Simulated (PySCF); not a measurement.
Si(F)(Me)3 (C3H9FSi), SMILES F[Si](C)(C)C.

Coordinates come from a PBE0-D3(BJ)/def2-SVP optimisation.

Level of theory: B3LYP/def2-TZVP (PySCF).

Symmetry labels are those of the subgroup Cs that the program uses (full group C3v).

Computed valence orbital energies around the gap with their symmetry:
| orbital | symmetry | energy (eV) |
|---|---|---|
| HOMO−7 | A' | -11.20 |
| HOMO−6 | A" | -11.20 |
| HOMO−5 | A' | -10.76 |
| HOMO−4 | A" | -10.64 |
| HOMO−3 | A" | -10.63 |
| HOMO−2 | A' | -10.63 |
| HOMO−1 | A" | -8.41 |
| HOMO | A' | -8.41 |
| LUMO | A' | 0.53 |
| LUMO+1 | A' | 1.45 |
| LUMO+2 | A' | 1.64 |
| LUMO+3 | A" | 1.64 |
